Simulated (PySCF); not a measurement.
Pb(Br)(NH2) (BrH₂NPb), SMILES [NH2][Pb][Br] (connectivity only; charge and spin as stated), neutral, multiplicity 1.

Geometry: r2SCAN-D4/def2-SVP. The def2 effective core potentials stand for the cores of Pb; spin–orbit coupling is left out. Other conformers were not sampled.

All values below come from r2SCAN-D4/def2-SVP (PySCF).

Frequencies are harmonic and unscaled.

| mode | ν (cm⁻¹) | IR (km/mol) | Raman (Å⁴/amu) | depolarisation | moving atoms (share of kinetic energy) |
|---|---|---|---|---|---|
| 1 | 121 | 0.3 | 4.7 | 0.71 | N 59 %, H 22 %, Br 12 % |
| 2 | 205 | 24.1 | 7.0 | 0.34 | Br 72 %, Pb 28 % |
| 3 | 306 | 196.4 | 3.6 | 0.75 | H 83 %, N 17 % |
| 4 | 441 | 21.8 | 2.1 | 0.75 | H 98 % |
| 5 | 547 | 57.2 | 28.9 | 0.31 | N 75 %, H 19 % |
| 6 | 583 | 21.0 | 2.5 | 0.15 | H 78 %, N 21 % |
| 7 | 1479 | 6.2 | 4.6 | 0.68 | H 90 %, N 10 % |
| 8 | 3528 | 24.1 | 264.6 | 0.18 | H 96 % |
| 9 | 3657 | 22.7 | 112.0 | 0.69 | H 91 %, N 9 % |
